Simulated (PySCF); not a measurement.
Molecule: `[SiH2](C)OC(C)=O`, C$_{3}$H$_{8}$O$_{2}$Si.

Bonds (- single, = double, # triple, : aromatic): C1-Si2, Si2-O3, O3-C4, C4-C5, C4=O6. C1 carries H7, H8, H9; Si2 carries H10, H11; C5 carries H12, H13, H14.

Frames of a GFN2-xTB Langevin trajectory at 600 K; GIAO PBE0/pcSseg-1 shieldings in PySCF 2.14, gas phase, non-relativistic; equivalent atoms averaged within each frame.

References, each an isolated molecule treated in the same way: 13C (186.93 ppm) and 29Si (349.16 ppm) and 1H (31.72 ppm) against TMS; 17O (336.08 ppm) against H2O. The references are static minima.

Question: How do the shifts (ppm) fluctuate along the trajectory?

Answer: 
| time (fs) | C4 | C5 | C1 | Si2 | O6 | O3 | H10/H11 | H12/H13/H14 | H7/H8/H9 |
| --- | --- | --- | --- | --- | --- | --- | --- | --- | --- |
| optimised geometry | 176.6 | 24.6 | -3.0 | -16.4 | 467.9 | 199.0 | 4.95 | 2.13 | 0.45 |
| 250 | 171.3 | 32.0 | 2.1 | -29.8 | 490.8 | 182.8 | 5.28 | 2.34 | 1.08 |
| 425 | 168.5 | 27.5 | -1.8 | -16.2 | 441.3 | 190.4 | 5.46 | 2.43 | 1.37 |
| 625 | 167.8 | 24.4 | 10.8 | -6.8 | 406.8 | 200.5 | 5.69 | 2.57 | 2.33 |
| 800 | 169.9 | 23.3 | -1.1 | -17.5 | 478.1 | 204.7 | 4.90 | 3.14 | 0.26 |
| 1000 | 173.2 | 15.7 | 11.9 | 12.6 | 463.5 | 256.5 | 6.44 | 1.90 | 1.74 |
| mean of frames | 170.1 | 24.6 | 4.4 | -11.5 | 456.1 | 207.0 | 5.56 | 2.48 | 1.36 |
| standard deviation | 2.2 | 6.0 | 6.6 | 15.8 | 33.1 | 29.0 | 0.57 | 0.45 | 0.77 |

5 frames give an uncertainty of the mean of about the standard deviation over 2.2 at best, since frames this close in time may not be independent; classical motion lacks zero-point vibration, and the reference would need the same averaging.
